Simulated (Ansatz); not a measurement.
Compare A (`N#CC1=CCCCC1`) with its isomer B (`Cc1ccnc(C)c1`).

Program: Ansatz. Geometries: PBE0-D4/def2-TZVP. ΔE: electronic, gas phase. CBS: MP2 limit from def2 TZ/QZ plus the TZ coupled-cluster correction, frozen cores. DFT in def2-TZVPP. B3LYP here is the variant with VWN-RPA as its local correlation; programs differ in this.

Task: Which is lower in electronic energy at CCSD(T)/CBS, and by how much? (An estimate is asked.)

Result: Computed: B, by 12.9 kcal/mol.

Task: Give E(B) − E(A) in kcal/mol with CCSD/def2-TZVPP, B2PLYP, MP2/def2-TZVPP, ωB97M-V, CCSD(T)/def2-SVP, CCSD(T)/def2-TZVPP, B3LYP-D4. (Estimate.)

Result: Computed: CCSD/def2-TZVPP -9.4, B2PLYP -16.0, MP2/def2-TZVPP -14.2, ωB97M-V -14.7, CCSD(T)/def2-SVP -10.1, CCSD(T)/def2-TZVPP -11.4, B3LYP-D4 -18.8. None reverses the order clearly.

Largest T1 diagnostic: 0.012.

Leaving LDA and LC-ωPBE aside and taking each functional with its dispersion term where it has one, the values, not all of them listed here, spread over 5.4 kcal/mol, from r2SCAN-D4 to ωB97X-V. LDA lies −3.9 kcal/mol from PBE without D4. At CCSD(T), def2-SVP lies +2.8 kcal/mol from the extrapolated value and def2-TZVPP +1.5 kcal/mol.
